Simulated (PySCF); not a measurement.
C3H9NSi2, SMILES CC1=C[SiH2]N[SiH2]1. Geometry: PBE-D3(BJ)/def2-SVP. This is a generated structure with no PubChem entry under its InChIKey; it may be hypothetical.

Computed equilibrium geometry at PBE-D3(BJ)/def2-SVP (PySCF confirms it by a frequency run) as Cartesian coordinates in Å, and its point group:
point group Cs.
```xyz
15

C      0.6831     2.5693     0.0000
C      0.4014     1.0920     0.0000
C      1.3570     0.1224     0.0000
Si     0.7360    -1.6516     0.0000
N     -0.9872    -1.3150     0.0000
Si    -1.3643     0.3947     0.0000
H      1.7708     2.7863     0.0000
H      0.2307     3.0625     0.8876
H      0.2307     3.0625    -0.8876
H      2.4292     0.4000     0.0000
H      1.1974    -2.4334    -1.2076
H      1.1974    -2.4334     1.2076
H     -1.7000    -2.0459     0.0000
H     -2.1496     0.8506     1.2081
H     -2.1496     0.8506    -1.2081
```
